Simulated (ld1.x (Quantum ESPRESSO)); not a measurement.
## Transferability test, TM semilocal potential for Re

| Property | Result |
| --- | --- |
| Element | Re |
| Generator | ld1.x (Quantum ESPRESSO) 7.5 |
| Type | norm-conserving Troullier–Martins (semilocal form) |
| Functional | PBE |
| Relativity | scalar-relativistic |
| Frozen core | [Kr] 4d10 |
| Valence charge | 29 |
| Reference configuration | 4f14 5s2 5p6 5d4 6s0 6p0 (charge +3) |
| Partial waves | 5s (bound): rc 1.70 bohr; 5p (bound): rc 1.80 bohr; 4f (bound): rc 0.90 bohr; 5d (bound): rc 2.05 bohr |
| Local potential | the d channel |
| Core correction | a·sin(br)/r model core inside 0.90 bohr |

Energies are relative to the spin-unpolarised reference configuration 4f14 5s2 5p6 5d4 6s0 6p0; without spin polarisation the order of configurations can differ from experiment. The frozen-core shift is the all-electron ΔE with the core orbitals held at their reference shape minus the fully relaxed ΔE.

| valence configuration | charge | ΔE all-electron (eV) | error AE − PS (meV) | frozen-core shift (meV) |
| --- | --- | --- | --- | --- |
| 4f14 5s2 5p6 5d5 6s1 6p0 | +1 | -43.450 | +2847 | -6.6 |
| 4f14 5s2 5p6 5d5.5 6s1.5 6p0 | 0 | -52.316 | +3408 | -7.3 |
| 4f14 5s2 5p6 5d6 6s1 6p0 | 0 | -51.755 | +2191 | -4.8 |
| 4f14 5s2 5p6 5d5 6s0 6p2 | 0 | -42.824 | +337 | -7.5 |
| 4f14 5s2 5p6 5d5 6s1 6p1 | 0 | -47.913 | +2734 | -8.6 |

What are ΔE and the potential's error for 4f14 5s2 5p6 5d5 6s0 6p0?

ΔE = -27.128 eV all-electron; the error (AE − PS) is +6.6 meV.

What are ΔE and the potential's error for 4f14 5s2 5p6 5d5 6s2 6p0?

ΔE = -52.698 eV all-electron; the error (AE − PS) is +4728 meV.

Levels in the configuration 4f14 5s2 5p6 5d5 6s1 6p0:

| level | all-electron (eV) | pseudo (eV) |
| --- | --- | --- |
| 4f | -50.069 | -48.499 |
| 5s | -93.024 | -91.819 |
| 5p | -54.811 | -53.750 |
| 5d | -12.942 | -12.196 |
| 6s | -12.683 | -14.989 |

These tests converged, but a pseudo level misses the all-electron one widely, so the file describes the atom poorly there or has found another state: 4f14 5s2 5p6 5d5 6s2 6p0: 6s by 1.5 eV; 4f14 5s2 5p6 5d5 6s1 6p0: 6s by 2.3 eV; 4f14 5s2 5p6 5d5 6s0 6p0: empty 6s by 3.4 eV; 4f14 5s2 5p6 5d5.5 6s1.5 6p0: 6s by 1.6 eV; 4f14 5s2 5p6 5d6 6s1 6p0: 6s by 1.8 eV; 4f14 5s2 5p6 5d5 6s0 6p2: empty 6s by 2.4 eV; 4f14 5s2 5p6 5d5 6s1 6p1: 6s by 2.1 eV. A variational frozen-core shift is positive and of second order in the change. This column holds negative values, so the frozen-core run of ld1.x carries numerical noise or an error of first order here, and the column gives no more than the rough size of the effect.

A Bessel basis up to 400 Ry misses an occupied level by 0.10 Ry, so cutoffs and ghosts were not judged.
